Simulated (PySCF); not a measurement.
**Partial charges of `COC1=C(c2ccccc2)P1`**

C9H9OP.
SMILES with atom numbers: `[CH3:1][O:2][C:3]1=[C:4]([c:5]2[cH:6][cH:7][cH:8][cH:9][cH:10]2)[PH:11]1` (hydrogens: H12, H13, H14 on C1; H15 on C6; H16 on C7; H17 on C8; H18 on C9; H19 on C10; H20 on P11)

Structure used (GFN2-xTB), in Å, numbered top down from 1:
```
atom  x, y, z in Å
C1     3.8020   -1.4936    0.0738
O2     2.4086   -1.3948    0.3102
C3     1.7930   -0.3870   -0.2772
C4     0.6402    0.2345   -0.4527
C5    -0.7490    0.3249   -0.1411
C6    -1.3314   -0.5915    0.7386
C7    -2.6752   -0.4970    1.0399
C8    -3.4525    0.5010    0.4715
C9    -2.8797    1.4115   -0.4027
C10   -1.5357    1.3281   -0.7071
P11    1.9787    0.9709   -1.4950
H12    4.1171   -2.4485    0.4899
H13    4.0182   -1.4642   -0.9979
H14    4.3357   -0.6785    0.5719
H15   -0.7184   -1.3670    1.1733
H16   -3.1231   -1.2057    1.7215
H17   -4.5036    0.5681    0.7101
H18   -3.4842    2.1883   -0.8478
H19   -1.0743    2.0323   -1.3854
H20    2.4283    1.9788   -0.5967
```

Density: PBE0/pcSseg-1 (PySCF); schemes: Mulliken, IAO, Hirshfeld and ESP-fitted. Isolated species at its GFN2-xTB geometry (one conformer only).

Give the atomic charges in each scheme.

In e; atoms taken as equivalent share a row and are averaged (×n: the atom named and its like, n in all):

```
       atom                      environment  Mulliken     IAO  Hirshfeld  ESP-fitted
         C1                   methoxy carbon    -0.026  -0.204     -0.028      -0.077
         O2                     ether oxygen    -0.431  -0.287     -0.091      -0.260
         C3    vinylic carbon bearing oxygen    +0.038  +0.042     +0.031      +0.291
         C4  fully substituted alkene carbon    -0.170  -0.208     -0.072      -0.321
         C5      substituted aromatic carbon    -0.176  -0.007     -0.006      +0.395
     C6/C10               aromatic CH carbon    -0.012  -0.149     -0.048      -0.318
      C7/C9               aromatic CH carbon    -0.078  -0.149     -0.049      -0.105
         C8               aromatic CH carbon    -0.073  -0.156     -0.051      -0.176
        P11             phosphine phosphorus    +0.197  +0.241     +0.054      -0.195
H12/H13/H14                  methyl hydrogen    +0.124  +0.154     +0.052      +0.099
    H15/H19                aromatic hydrogen    +0.081  +0.156     +0.048      +0.196
    H16/H18                aromatic hydrogen    +0.089  +0.154     +0.051      +0.140
        H17                aromatic hydrogen    +0.089  +0.153     +0.049      +0.144
        H20                     P–H hydrogen    +0.021  -0.059     -0.047      +0.076
```

Mean size of the charges over all atoms: ESP-fitted 0.188 e, IAO 0.152 e, Mulliken 0.105 e, Hirshfeld 0.049 e. Each set sums to the total charge, 0, to within 0.001 e. The IAO scheme projects the occupied orbitals on a minimal set of polarised atomic orbitals and counts the electrons in each atom's part of it.

Some averages cover members that differ in this geometry: H15/H19, ESP-fitted +0.168 to +0.224; C6/C10, ESP-fitted -0.339 to -0.297 e.

Lowest charge. The schemes don't all agree: Mulliken O2 (-0.431); IAO O2 (-0.287); Hirshfeld O2 (-0.091); ESP-fitted C4 (-0.321).

Highest charge. The schemes don't all agree: Mulliken P11 (+0.197); IAO P11 (+0.241); Hirshfeld P11 (+0.054); ESP-fitted C5 (+0.395).

Sum the charges by element, for elements with more than one atom.

```json
{"element": "C", "atoms": "9", "Mulliken": "-0.586", "IAO": "-1.130", "Hirshfeld": "-0.319", "ESP-fitted": "-0.733"}
{"element": "H", "atoms": "9", "Mulliken": "+0.820", "IAO": "+1.175", "Hirshfeld": "+0.355", "ESP-fitted": "+1.189"}
```

How closely do the schemes follow one another over all atoms?

Correlation coefficient and root-mean-square difference: IAO with Hirshfeld 0.97, 0.114 e; Mulliken with IAO 0.82, 0.093 e; Mulliken with Hirshfeld 0.82, 0.102 e; Hirshfeld with ESP-fitted 0.68, 0.180 e; IAO with ESP-fitted 0.64, 0.164 e; Mulliken with ESP-fitted 0.37, 0.205 e.

These values come from a run that also computed NMR shieldings. On an Arm Neoverse V1 with one thread, no GPU, shared host, this took 60 s of wall time and 1.0 GiB of memory at its peak.
